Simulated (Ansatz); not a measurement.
One change: `[SH][Al]([Cl])[Cl]` becomes `[SiH3][O][Al]([SH])[Cl]`.

Ansatz, PBE0-D4/def2-TZVP geometries, multiplicity 1. Each molecule was computed in one conformer, which needn't be the lowest.

```json
{"property": "HOMO energy (ωB97M-V/def2-TZVPP) / eV", "`[SH][Al]([Cl])[Cl]`": "-10.44"}
{"property": "HOMO energy (PBE/def2-TZVPP) / eV", "`[SH][Al]([Cl])[Cl]`": "-7.03"}
{"property": "size of the dipole moment (ωB97M-V/def2-TZVPP) / D", "`[SH][Al]([Cl])[Cl]`": "1.00"}
{"property": "size of the dipole moment (B3LYP/def2-TZVPP) / D", "`[SH][Al]([Cl])[Cl]`": "1.03"}
{"property": "HOMO–LUMO gap (PBE/def2-TZVPP) / eV", "`[SH][Al]([Cl])[Cl]`": "5.18"}
{"property": "HOMO energy (B3LYP/def2-TZVPP) / eV", "`[SH][Al]([Cl])[Cl]`": "-7.98"}
```

(1) Give the same properties after the change, and the shifts. (Estimate.)

Answers

(1) The calculation gave: 
```csv
property,`[SiH3][O][Al]([SH])[Cl]`,shift
HOMO energy (ωB97M-V/def2-TZVPP) / eV,-10.25,0.19
HOMO energy (PBE/def2-TZVPP) / eV,-6.84,0.19
size of the dipole moment (ωB97M-V/def2-TZVPP) / D,1.40,0.40
size of the dipole moment (B3LYP/def2-TZVPP) / D,1.42,0.39
HOMO–LUMO gap (PBE/def2-TZVPP) / eV,5.08,-0.10
HOMO energy (B3LYP/def2-TZVPP) / eV,-7.79,0.19
```

With PBE0 the HOMO rises by 0.19 eV and the LUMO rises by 0.10 eV, so the gap narrows by about 0.09 eV. PBE moves the HOMO by 0.19 eV and ωB97M-V by 0.19 eV. Dipoles are sizes alone; their direction can turn.

B3LYP here is the variant with VWN-RPA as its local correlation; programs differ in this.
